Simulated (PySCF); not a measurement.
# Computed records: FHOSi

Calculation on a computer-drawn molecule: vertical ionisation energy to the stated ion spin, frozen-core CCSD(T) at the basis limit and cheaper methods, single-reference cases, UHF for radicals, no spin-orbit; all values are single points at the evaluated structure, the first of each entry, which is the reference or a displaced copy of it and isn't optimised; the reference structure only sets the zero of the energies above reference; triples share is (T) over the correlation energy. Program: PySCF 2.14.0.

Common to all runs: charge 0; multiplicity 1; ion multiplicity 2; diffuse functions no; basis cc-pV(n+d)Z; reference is the Hartree-Fock double-zeta minimum; best is HF at quadruple zeta + MP2 correlation extrapolated from triple and quadruple zeta + CCSD(T) minus MP2 at triple zeta; basis step is the size of the change from the same recipe one zeta lower.

(1) FHOSi

Evaluated structure:
```xyz
4
FHOSi
O     -1.7600     0.7354    -1.3362
Si    -1.3008     1.9696    -2.2782
F      0.3171     1.6101    -2.3654
H     -2.7457     0.7285    -1.1092
```

Reference structure:
```xyz
4
FHOSi
O     -1.8064     0.7329    -1.3031
Si    -1.2864     1.9693    -2.2465
F      0.2841     1.5782    -2.3043
H     -2.7273     0.6917    -1.0861
```

* ionisation energy best: 10.39 eV
* ionisation energy basis step: 0.08197 eV
* energy above reference best: 2.531 kcal/mol
* energy above reference basis step: 0.3481 kcal/mol
* ionisation energy Koopmans at triple zeta: 10.3 eV
* ionisation energy EOM CCSD at triple zeta: 10.27 eV
* total energy HF triple zeta: -463.9794 hartree
* total energy CCSD(T) triple zeta: -464.6068 hartree
* total energy best: -464.7154 hartree
* T1 diagnostic at triple zeta: 0.01518
* D1 diagnostic at triple zeta: 0.04271
* ion T1 diagnostic at triple zeta: 0.02186
* ion D1 diagnostic at triple zeta: 0.07453
* ion spin squared at triple zeta: 0.7605
* triples share at triple zeta: 0.03385
* basis functions triple zeta: 113
* dipole magnitude HF at triple zeta: 2.935 debye
* dipole magnitude CCSD unrelaxed at triple zeta: 2.731 debye
* dipole magnitude PBE at triple zeta: 2.581 debye
* dipole magnitude r2SCAN at triple zeta: 2.637 debye
* dipole magnitude B3LYP at triple zeta: 2.735 debye
* dipole magnitude wB97X at triple zeta: 2.727 debye

Drawn bonds:
```tsv
atom	other atom	order
1	2	1
2	3	1
1	4	1
```

Triple zeta:
```tsv
method	ionisation energy (eV)	energy above reference (kcal/mol)
HF	9.366	4.413
PBE	9.927	1.289
r2SCAN	9.919	2.161
B3LYP	10.19	2.145
wB97X	10.22	2.435
MP2	10	2.224
CCSD	10.21	2.655
CCSD(T)	10.19	2.352
```

(2) FHOSi

Evaluated structure:
```xyz
4
FHOSi
O     -1.7600     0.7354    -1.3362
Si    -1.2832     2.0169    -2.3143
F      0.3347     1.6574    -2.4015
H     -2.7457     0.7285    -1.1092
```

Reference structure:
```xyz
4
FHOSi
O     -1.8064     0.7329    -1.3031
Si    -1.2864     1.9693    -2.2465
F      0.2841     1.5782    -2.3043
H     -2.7273     0.6917    -1.0861
```

- ionisation energy best: 10.48 eV
- ionisation energy basis step: 0.0941 eV
- energy above reference best: 2.76 kcal/mol
- energy above reference basis step: 0.6093 kcal/mol
- ionisation energy Koopmans at triple zeta: 10.43 eV
- ionisation energy EOM CCSD at triple zeta: 10.36 eV
- total energy HF triple zeta: -463.9772 hartree
- total energy CCSD(T) triple zeta: -464.6064 hartree
- total energy best: -464.7151 hartree
- T1 diagnostic at triple zeta: 0.01576
- D1 diagnostic at triple zeta: 0.04578
- ion T1 diagnostic at triple zeta: 0.0228
- ion D1 diagnostic at triple zeta: 0.07147
- ion spin squared at triple zeta: 0.7668
- triples share at triple zeta: 0.03433
- basis functions triple zeta: 113
- dipole magnitude HF at triple zeta: 2.825 debye
- dipole magnitude CCSD unrelaxed at triple zeta: 2.617 debye
- dipole magnitude PBE at triple zeta: 2.46 debye
- dipole magnitude r2SCAN at triple zeta: 2.51 debye
- dipole magnitude B3LYP at triple zeta: 2.627 debye
- dipole magnitude wB97X at triple zeta: 2.61 debye

Drawn bonds:
```tsv
atom	other atom	order
1	2	1
2	3	1
1	4	1
```

Triple zeta:
```tsv
method	ionisation energy (eV)	energy above reference (kcal/mol)
HF	9.484	5.83
PBE	10.01	0.7364
r2SCAN	10.01	2.359
B3LYP	10.27	2.175
wB97X	10.31	2.846
MP2	10.12	2.345
CCSD	10.31	3.092
CCSD(T)	10.28	2.559
```

(3) FHOSi

Evaluated structure:
```xyz
4
FHOSi
O     -1.7600     0.7354    -1.3362
Si    -1.2585     2.0832    -2.3649
F      0.3594     1.7237    -2.4521
H     -2.7457     0.7285    -1.1092
```

Reference structure:
```xyz
4
FHOSi
O     -1.8064     0.7329    -1.3031
Si    -1.2864     1.9693    -2.2465
F      0.2841     1.5782    -2.3043
H     -2.7273     0.6917    -1.0861
```

- ionisation energy best: 10.6 eV
- ionisation energy basis step: 0.1286 eV
- energy above reference best: 6.67 kcal/mol
- energy above reference basis step: 0.935 kcal/mol
- ionisation energy Koopmans at triple zeta: 10.6 eV
- ionisation energy EOM CCSD at triple zeta: 10.46 eV
- total energy HF triple zeta: -463.9683 hartree
- total energy CCSD(T) triple zeta: -464.6001 hartree
- total energy best: -464.7088 hartree
- T1 diagnostic at triple zeta: 0.0167
- D1 diagnostic at triple zeta: 0.05052
- ion T1 diagnostic at triple zeta: 0.02571
- ion D1 diagnostic at triple zeta: 0.08234
- ion spin squared at triple zeta: 0.7932
- triples share at triple zeta: 0.03503
- basis functions triple zeta: 113
- dipole magnitude HF at triple zeta: 2.746 debye
- dipole magnitude CCSD unrelaxed at triple zeta: 2.515 debye
- dipole magnitude PBE at triple zeta: 2.338 debye
- dipole magnitude r2SCAN at triple zeta: 2.381 debye
- dipole magnitude B3LYP at triple zeta: 2.53 debye
- dipole magnitude wB97X at triple zeta: 2.506 debye

Drawn bonds:
```tsv
atom	other atom	order
1	2	1
2	3	1
1	4	1
```

Triple zeta:
```tsv
method	ionisation energy (eV)	energy above reference (kcal/mol)
HF	9.596	11.4
PBE	10.1	3.51
r2SCAN	10.11	6.149
B3LYP	10.36	5.74
wB97X	10.41	6.98
MP2	10.33	6.189
CCSD	10.41	7.371
CCSD(T)	10.38	6.506
```

(4) FHOSi

Evaluated structure:
```xyz
4
FHOSi
O     -1.7937     0.6885    -1.2570
Si    -1.2573     2.0045    -2.2991
F      0.2743     1.6080    -2.2968
H     -2.6921     0.6762    -1.1001
```

Reference structure:
```xyz
4
FHOSi
O     -1.8064     0.7329    -1.3031
Si    -1.2864     1.9693    -2.2465
F      0.2841     1.5782    -2.3043
H     -2.7273     0.6917    -1.0861
```

* ionisation energy best: 10.55 eV
* ionisation energy basis step: 0.1166 eV
* energy above reference best: 5.295 kcal/mol
* energy above reference basis step: 0.1668 kcal/mol
* ionisation energy Koopmans at triple zeta: 10.5 eV
* ionisation energy EOM CCSD at triple zeta: 10.42 eV
* total energy HF triple zeta: -463.9767 hartree
* total energy CCSD(T) triple zeta: -464.6019 hartree
* total energy best: -464.7110 hartree
* T1 diagnostic at triple zeta: 0.01563
* D1 diagnostic at triple zeta: 0.04654
* ion T1 diagnostic at triple zeta: 0.02353
* ion D1 diagnostic at triple zeta: 0.07509
* ion spin squared at triple zeta: 0.7855
* triples share at triple zeta: 0.0337
* basis functions triple zeta: 113
* dipole magnitude HF at triple zeta: 2.246 debye
* dipole magnitude CCSD unrelaxed at triple zeta: 2.064 debye
* dipole magnitude PBE at triple zeta: 1.898 debye
* dipole magnitude r2SCAN at triple zeta: 1.925 debye
* dipole magnitude B3LYP at triple zeta: 2.079 debye
* dipole magnitude wB97X at triple zeta: 2.04 debye

Drawn bonds:
```tsv
atom	other atom	order
1	2	1
2	3	1
1	4	1
```

Triple zeta:
```tsv
method	ionisation energy (eV)	energy above reference (kcal/mol)
HF	9.532	6.098
PBE	10.07	4.857
r2SCAN	10.07	5.363
B3LYP	10.32	5.282
wB97X	10.37	5.694
MP2	10.26	5.376
CCSD	10.37	5.582
CCSD(T)	10.35	5.382
```

(5) FHOSi

Evaluated structure:
```xyz
4
FHOSi
O     -1.7816     0.7180    -1.3373
Si    -1.1757     2.1100    -2.2942
F      0.3594     1.6208    -2.5323
H     -2.7534     0.6480    -1.0593
```

Reference structure:
```xyz
4
FHOSi
O     -1.8064     0.7329    -1.3031
Si    -1.2864     1.9693    -2.2465
F      0.2841     1.5782    -2.3043
H     -2.7273     0.6917    -1.0861
```

- ionisation energy best: 10.51 eV
- ionisation energy basis step: 0.147 eV
- energy above reference best: 8.581 kcal/mol
- energy above reference basis step: 0.7046 kcal/mol
- ionisation energy Koopmans at triple zeta: 10.5 eV
- ionisation energy EOM CCSD at triple zeta: 10.35 eV
- total energy HF triple zeta: -463.9655 hartree
- total energy CCSD(T) triple zeta: -464.5967 hartree
- total energy best: -464.7058 hartree
- T1 diagnostic at triple zeta: 0.01673
- D1 diagnostic at triple zeta: 0.0505
- ion T1 diagnostic at triple zeta: 0.02779
- ion D1 diagnostic at triple zeta: 0.08536
- ion spin squared at triple zeta: 0.8092
- triples share at triple zeta: 0.03493
- basis functions triple zeta: 113
- dipole magnitude HF at triple zeta: 2.468 debye
- dipole magnitude CCSD unrelaxed at triple zeta: 2.273 debye
- dipole magnitude PBE at triple zeta: 2.12 debye
- dipole magnitude r2SCAN at triple zeta: 2.152 debye
- dipole magnitude B3LYP at triple zeta: 2.291 debye
- dipole magnitude wB97X at triple zeta: 2.26 debye

Drawn bonds:
```tsv
atom	other atom	order
1	2	1
2	3	1
1	4	1
```

Triple zeta:
```tsv
method	ionisation energy (eV)	energy above reference (kcal/mol)
HF	9.464	13.15
PBE	10	5.55
r2SCAN	10.01	8.161
B3LYP	10.25	7.604
wB97X	10.3	8.958
MP2	10.3	8.361
CCSD	10.3	9.452
CCSD(T)	10.28	8.638
```

(6) FHOSi

Evaluated structure:
```xyz
4
FHOSi
O     -1.8211     0.7498    -1.3449
Si    -1.3161     1.9734    -2.3218
F      0.2832     1.5023    -2.3287
H     -2.7038     0.6391    -1.1311
```

Reference structure:
```xyz
4
FHOSi
O     -1.8064     0.7329    -1.3031
Si    -1.2864     1.9693    -2.2465
F      0.2841     1.5782    -2.3043
H     -2.7273     0.6917    -1.0861
```

- ion D1 diagnostic at triple zeta: withheld
- D1 diagnostic at triple zeta: withheld
- dipole magnitude wB97X at triple zeta: withheld
- total energy best: withheld

Drawn bonds:
```tsv
atom	other atom	order
1	2	1
2	3	1
1	4	1
```

(7) FHOSi

Evaluated structure:
```xyz
4
FHOSi
O     -1.8211     0.7498    -1.3449
Si    -1.3161     1.9734    -2.3218
F      0.1902     1.5297    -2.3283
H     -2.7038     0.6391    -1.1311
```

Reference structure:
```xyz
4
FHOSi
O     -1.8064     0.7329    -1.3031
Si    -1.2864     1.9693    -2.2465
F      0.2841     1.5782    -2.3043
H     -2.7273     0.6917    -1.0861
```

- total energy CCSD(T) triple zeta: withheld
- D1 diagnostic at triple zeta: withheld

Drawn bonds:
```tsv
atom	other atom	order
1	2	1
2	3	1
1	4	1
```

(8) FHOSi

Evaluated structure:
```xyz
4
FHOSi
O     -1.8211     0.7498    -1.3449
Si    -1.3161     1.9734    -2.3218
F      0.2007     1.5266    -2.3283
H     -2.7038     0.6391    -1.1311
```

Reference structure:
```xyz
4
FHOSi
O     -1.8064     0.7329    -1.3031
Si    -1.2864     1.9693    -2.2465
F      0.2841     1.5782    -2.3043
H     -2.7273     0.6917    -1.0861
```

- dipole magnitude CCSD unrelaxed at triple zeta: withheld
- dipole magnitude PBE at triple zeta: withheld
- D1 diagnostic at triple zeta: withheld

Drawn bonds:
```tsv
atom	other atom	order
1	2	1
2	3	1
1	4	1
```

Q: FHOSi (entry 6): ion D1 diagnostic at triple zeta?
A: 0.07603

Q: Estimate the D1 diagnostic at triple zeta of FHOSi (entry 6).
A: 0.04302

Q: Give the missing dipole magnitude wB97X at triple zeta for FHOSi (entry 6).
A: 2.674 debye

Q: Give the missing total energy best for FHOSi (entry 6).
A: -464.7150 hartree

Q: What total energy CCSD(T) triple zeta does the calculation give for FHOSi (entry 7)?
A: -464.6069 hartree

Q: What D1 diagnostic at triple zeta does the calculation give for FHOSi (entry 7)?
A: 0.04018

Q: FHOSi (entry 8): dipole magnitude CCSD unrelaxed at triple zeta?
A: 2.196 debye

Q: FHOSi (entry 8): dipole magnitude PBE at triple zeta?
A: 2.085 debye

Q: Estimate the D1 diagnostic at triple zeta of FHOSi (entry 8).
A: 0.0405

Further results for FHOSi (entry 6):

- ionisation energy best: 10.55 eV
- ionisation energy basis step: 0.08779 eV
- energy above reference best: 2.782 kcal/mol
- energy above reference basis step: 0.1095 kcal/mol
- ionisation energy Koopmans at triple zeta: 10.47 eV
- ionisation energy EOM CCSD at triple zeta: 10.43 eV
- total energy HF triple zeta: -463.9818 hartree
- total energy CCSD(T) triple zeta: -464.6058 hartree
- T1 diagnostic at triple zeta: 0.01514
- ion T1 diagnostic at triple zeta: 0.02232
- ion spin squared at triple zeta: 0.7627
- triples share at triple zeta: 0.03335
- basis functions triple zeta: 113
- dipole magnitude HF at triple zeta: 2.878 debye
- dipole magnitude CCSD unrelaxed at triple zeta: 2.683 debye
- dipole magnitude PBE at triple zeta: 2.53 debye
- dipole magnitude r2SCAN at triple zeta: 2.58 debye
- dipole magnitude B3LYP at triple zeta: 2.685 debye

Triple zeta:
```tsv
method	ionisation energy (eV)	energy above reference (kcal/mol)
HF	9.547	2.948
PBE	10.07	2.447
r2SCAN	10.07	2.747
B3LYP	10.34	2.586
wB97X	10.38	2.693
MP2	10.18	2.893
CCSD	10.38	2.978
CCSD(T)	10.35	2.941
```

Further results for FHOSi (entry 7):

- ionisation energy best: 10.35 eV
- ionisation energy basis step: 0.0782 eV
- energy above reference best: 1.996 kcal/mol
- energy above reference basis step: 0.4206 kcal/mol
- ionisation energy Koopmans at triple zeta: 10.22 eV
- ionisation energy EOM CCSD at triple zeta: 10.23 eV
- total energy HF triple zeta: -463.9857 hartree
- total energy best: -464.7163 hartree
- T1 diagnostic at triple zeta: 0.01442
- ion T1 diagnostic at triple zeta: 0.02103
- ion D1 diagnostic at triple zeta: 0.0724
- ion spin squared at triple zeta: 0.761
- triples share at triple zeta: 0.03267
- basis functions triple zeta: 113
- dipole magnitude HF at triple zeta: 2.266 debye
- dipole magnitude CCSD unrelaxed at triple zeta: 2.135 debye
- dipole magnitude PBE at triple zeta: 2.03 debye
- dipole magnitude r2SCAN at triple zeta: 2.062 debye
- dipole magnitude B3LYP at triple zeta: 2.148 debye
- dipole magnitude wB97X at triple zeta: 2.12 debye

Triple zeta:
```tsv
method	ionisation energy (eV)	energy above reference (kcal/mol)
HF	9.307	0.484
PBE	9.899	3.248
r2SCAN	9.885	2.269
B3LYP	10.15	2.468
wB97X	10.18	2.183
MP2	9.976	2.402
CCSD	10.18	1.964
CCSD(T)	10.16	2.251
```

Further results for FHOSi (entry 8):

- ionisation energy best: 10.37 eV
- ionisation energy basis step: 0.07915 eV
- energy above reference best: 1.746 kcal/mol
- energy above reference basis step: 0.3576 kcal/mol
- ionisation energy Koopmans at triple zeta: 10.25 eV
- ionisation energy EOM CCSD at triple zeta: 10.26 eV
- total energy HF triple zeta: -463.9858 hartree
- total energy CCSD(T) triple zeta: -464.6073 hartree
- total energy best: -464.7167 hartree
- T1 diagnostic at triple zeta: 0.0145
- ion T1 diagnostic at triple zeta: 0.02117
- ion D1 diagnostic at triple zeta: 0.07279
- ion spin squared at triple zeta: 0.7612
- triples share at triple zeta: 0.03275
- basis functions triple zeta: 113
- dipole magnitude HF at triple zeta: 2.334 debye
- dipole magnitude r2SCAN at triple zeta: 2.119 debye
- dipole magnitude B3LYP at triple zeta: 2.208 debye
- dipole magnitude wB97X at triple zeta: 2.182 debye

Triple zeta:
```tsv
method	ionisation energy (eV)	energy above reference (kcal/mol)
HF	9.334	0.4325
PBE	9.919	2.817
r2SCAN	9.907	1.988
B3LYP	10.18	2.146
wB97X	10.21	1.903
MP2	10	2.113
CCSD	10.2	1.737
CCSD(T)	10.18	1.986
```
